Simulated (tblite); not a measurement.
C8H8S.
Atom-mapped SMILES: `[CH2:1]=[CH:2]/[CH:3]=[CH:4]/[c:5]1[cH:6][cH:7][cH:8][s:9]1` (hydrogens: H10, H11 on C1; H12 on C2; H13 on C3; H14 on C4; H15 on C6; H16 on C7; H17 on C8)

Structure optimised with GFN2-xTB, isolated species.

**Question.** List the bond lengths, angles and torsions at this level.

**Answer.** 
| bond | length (bohr) | order |
| --- | --- | --- |
| C1=C2 | 2.518 | double |
| C2–C3 | 2.714 | single |
| C3=C4 | 2.541 | double |
| C4–C5 | 2.700 | single |
| C5–C6 | 2.594 | aromatic |
| C6–C7 | 2.658 | aromatic |
| C7–C8 | 2.568 | aromatic |
| C8–S9 | 3.245 | aromatic |
| C5–S9 | 3.295 | aromatic |
| C1–H10 | 2.034 | single |
| C1–H11 | 2.037 | single |
| C2–H12 | 2.047 | single |
| C3–H13 | 2.046 | single |
| C4–H14 | 2.047 | single |
| C6–H15 | 2.032 | single |
| C7–H16 | 2.032 | single |
| C8–H17 | 2.026 | single |

Orders are formal, as drawn. A selection of angles:
| angle | degrees |
| --- | --- |
| C2–C1–H10 | 122.0 |
| C2–C1–H11 | 121.5 |
| H10–C1–H11 | 116.5 |
| C1–C2–C3 | 123.7 |
| C1–C2–H12 | 120.0 |
| C3–C2–H12 | 116.3 |
| C2–C3–C4 | 123.7 |
| C2–C3–H13 | 116.9 |
| C4–C3–H13 | 119.4 |
| C3–C4–C5 | 125.1 |
| C3–C4–H14 | 119.8 |
| C5–C4–H14 | 115.1 |
| C4–C5–C6 | 127.4 |
| C4–C5–S9 | 122.2 |
| C6–C5–S9 | 110.4 |
| C5–C6–C7 | 113.4 |
| C5–C6–H15 | 122.9 |
| C7–C6–H15 | 123.6 |
| C6–C7–C8 | 112.6 |
| C6–C7–H16 | 123.8 |
| C8–C7–H16 | 123.6 |
| C7–C8–S9 | 112.3 |
| C7–C8–H17 | 128.5 |
| S9–C8–H17 | 119.3 |
| C5–S9–C8 | 91.3 |

Dihedral angles: C1–C2–C3–C4 180° (antiperiplanar); C2–C3–C4–C5 180° (antiperiplanar); C3–C4–C5–C6 180° (antiperiplanar).

The 5-membered ring C5–C6–C7–C8–S9 has internal angles of 91.3° to 113.4°; it is planar, 0.00 Å rms from its mean plane, widest ring torsion 0°. The C–C distances run from 1.332 Å (C1=C2, drawn double) to 1.436 Å (C2–C3, drawn single), a spread of 0.104 Å. The 9 heavy atoms lie in one plane (0.000 Å rms). The 2 C–S bonds span 1.717 Å (C8–S9, aromatic) to 1.743 Å (C5–S9, aromatic), a spread of 0.026 Å. Of the pairs four or more bonds apart, S9···H13 is among the closest relative to their van der Waals radii: 2.73 Å, 91 % of the sum of Bondi's values.

Point group: Cs (every atom within 0.08 Å of its image). Its GFN2-xTB frequencies are all real (lowest 63 cm⁻¹). One conformer, not necessarily the lowest. 3 starts were optimised and ended at 0.00, 0.84 and 0.85 kcal/mol (GFN2-xTB); the lowest of these is shown.

The numbers are calculated, not measured.
